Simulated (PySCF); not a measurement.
1-chloro-3-ethynylbenzene, C8H5Cl.
Numbering: `[CH:1]#[C:2][c:3]1[cH:4][cH:5][cH:6][c:7]([Cl:8])[cH:9]1` (hydrogens: H10 on C1; H11 on C4; H12 on C5; H13 on C6; H14 on C9)

Theory: PySCF, PBE0-D3(BJ)/def2-SVP geometry optimisation, gas phase.

**Question.** Give the optimised bond lengths and angles.

**Answer.** 
```csv
bond,length (Å),order
C1≡C2,1.213,triple
C2–C3,1.429,single
C3–C4,1.405,aromatic
C4–C5,1.391,aromatic
C5–C6,1.393,aromatic
C6–C7,1.395,aromatic
C7–Cl8,1.732,single
C7–C9,1.391,aromatic
C3–C9,1.404,aromatic
C1–H10,1.074,single
C4–H11,1.091,single
C5–H12,1.092,single
C6–H13,1.091,single
C9–H14,1.090,single
```

Orders are formal, as drawn. A selection of angles:
```csv
angle,degrees
C2–C1–H10,180.0
C1–C2–C3,179.9
C2–C3–C4,120.4
C2–C3–C9,120.0
C4–C3–C9,119.5
C3–C4–C5,120.0
C3–C4–H11,119.3
C5–C4–H11,120.7
C4–C5–C6,120.7
C4–C5–H12,119.8
C6–C5–H12,119.5
C5–C6–C7,119.1
C5–C6–H13,121.2
C7–C6–H13,119.7
C6–C7–Cl8,119.4
C6–C7–C9,121.3
Cl8–C7–C9,119.4
C7–C9–H14,120.2
C3–C9–C7,119.4
C3–C9–H14,120.3
```

The C–C distances run from 1.213 Å (C1≡C2, drawn triple) to 1.429 Å (C2–C3, drawn single), a spread of 0.216 Å. The 6-membered ring C3–C4–C5–C6–C7–C9 has internal angles of 119.1° to 121.3° (sum 720°, against 720° for a flat polygon); it is planar, 0.00 Å rms from its mean plane, widest ring torsion 0°. The 9 heavy atoms lie in one plane (0.001 Å rms).

Point group: Cs (every atom within 0.08 Å of its image). Whether it is a minimum is left open (no frequencies).

The run took about 50 s of CPU time (one thread, shared machine). This is the geometry optimisation.
